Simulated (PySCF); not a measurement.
Scandium: a sound run and one with changed settings

Sound run: Sc [Ar] 3d1 4s2, Sc⁺ [Ar] 3d1 4s1. Computed with PySCF 2.14 in cc-pVTZ, with the non-relativistic Hamiltonian (point nucleus). In the sound run the correlated levels freeze [Ar]. The sound run starts from symmetry-adapted Hartree-Fock orbitals and uses a fine grid where one is needed.

A second run was set up differently.

```csv
species,method,sound run (hartree),changed run (hartree),converged
Sc,UHF,-759.73964,-759.73964,yes
Sc,M06-2X,-760.61477,-760.61477,yes
Sc,PBE,-760.39367,-760.39367,yes
Sc,MP2,-759.76873,-759.76304,yes
Sc⁺,UHF,-759.54259,-759.54259,yes
Sc⁺,M06-2X,-760.36625,-760.36625,yes
Sc⁺,PBE,-760.15421,-760.16250,no
Sc⁺,MP2,-759.54587,-759.54558,yes
```

Ionisation energy of Sc:

| method | sound run (eV) | changed run (eV) |
| --- | --- | --- |
| UHF | 5.362 | 5.362 |
| M06-2X | 6.763 | 6.763 |
| MP2 | 6.064 | 5.918 |
| SCS-MP2 | 6.210 | 6.034 |

What was changed?
A. too few SCF iterations
B. angular grid far too coarse
C. radial grid too coarse
D. level shift left on

D. It used initial guess atom, at most 50 SCF cycles, level shift 0.1 hartree. A level shift leaves the converged SCF energy unchanged but raises the virtual orbital energies, which shrinks MP2 if it is not removed.
